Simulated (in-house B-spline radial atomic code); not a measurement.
**Binding energies in Ar⁴⁺**

NIST's tabulated ground configuration is [Ne] 3s2 3p2; each binding energy is the energy of the ion with one electron taken from that subshell, relaxed, less that of the parent. Method: Dirac-Hartree-Fock, average of configuration, Fermi nucleus of rms radius 3.4274 fm. Calculated with a B-spline radial code for spherical atoms. Energies include first-order Breit, QED and recoil terms.

| subshell | X-ray name | binding energy (eV) | -ε (eV) | relaxation (eV) |
| --- | --- | --- | --- | --- |
| 1s | K | 3283.1 | 3312.4 | 25.9 |
| 2s | L1 | 400 | 405.8 | 5.5 |
| 3s | M1 | 88.77 | 89.31 | 0.51 |
| 3p | M2,3 | 72.81 | 73.25 | 0.42 |

Relaxation = -ε minus the binding energy without Breit, QED and recoil terms.

Task: What does it cost to remove both a 1s and a 3p electron?

Result: 3380.5 eV, which is 24.58 eV more than the two single binding energies together.

Task: What does it cost to remove two 1s electrons?

Result: 6820.9 eV, which is 254.7 eV more than the two single binding energies together.

Task: What does it cost to remove both a 2s and a 3p electron?

Result: 495.42 eV, which is 22.57 eV more than the two single binding energies together.
